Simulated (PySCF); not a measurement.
# One molecule, several mistakes: BF2H3N anion

These are calculations, not measurements. The program is PySCF 2.14.0, an open-source quantum chemistry code, run on an isolated molecule that a program drew, which may never have been made. The molecule is BF2H3N anion (charge -1, singlet), drawn as the SMILES string `N[BH-](F)F`.

Each row is a Hartree-Fock (HF) and frozen-core CCSD(T) single point in the aug-cc-pVDZ basis, meant for a local HF minimum. Run 1 is clean. Each other run has one planted mistake out of seven kinds, and not every kind appears here: one electron removed, one electron added, multiplicity raised by two, geometry at a saddle point, minimal basis STO-3G, one bond length entered in bohr, all coordinates scaled. The reference is restricted for singlets and unrestricted otherwise, and also for a bond in bohr. Adding or removing an electron swaps singlet and doublet. Electrons count all cores. HOMO and LUMO are orbital energies over both spins, the gradient is its largest component, and the lowest frequency (negative if imaginary) is given only where the gradient is small. Bond lengths are over the 6 bonds as drawn. T1 is the CCSD diagnostic: over 0.02 (restricted) or 0.045 (unrestricted) a single reference is doubtful.

Geometry of the clean run:
```xyz
7
BF2H3N anion, angstrom
N     0.7975    0.6178   -0.1902
B     0.6482    2.1325   -0.1785
F     1.4268    2.7600   -1.2422
F    -0.7215    2.4693   -0.4544
H     0.5506    0.2551   -1.0965
H     1.7562    0.3597   -0.0348
H     1.0141    2.6195    0.9037
```

```
run,electrons,basis functions,<S^2>,HOMO (eV),LUMO (eV),gradient (hartree/bohr),lowest frequency (cm^-1),mean bond (Å),longest bond (Å),T1,HF (hartree),CCSD(T) (hartree),mistake
1,34,119,0.000,-5.61,4.21,3.4e-05,208,1.2788,1.522,0.0145,-279.94593,-280.69552,no fault
2,34,119,0.000,-6.25,3.85,6.3e-02,-,1.4953,2.759,0.0201,-279.85168,-280.60909,one bond length entered in bohr
3,34,119,0.000,-5.84,4.16,4.8e-02,-,1.3658,1.626,0.0154,-279.92059,-280.68305,all coordinates scaled
4,34,119,2.008,0.15,3.17,8.6e-02,-,1.2788,1.522,0.0199,-279.82287,-280.53217,?
```

**Which mistake was planted in run 4, and what did it cost?**

Electrons, basis and geometry are unchanged, and <S^2> is 2.008, beside S(S+1) = 2.00 for a multiplicity of 3. So the mistake is: multiplicity raised by two. Subtracting run 1 and multiplying by 627.51 kcal/mol a hartree, the energy moved by 77.2 kcal/mol in HF and 102.5 kcal/mol in CCSD(T).

Cautions from the logs. Run 4: the HOMO is above zero, so the electron isn't bound and the energy depends on the basis.
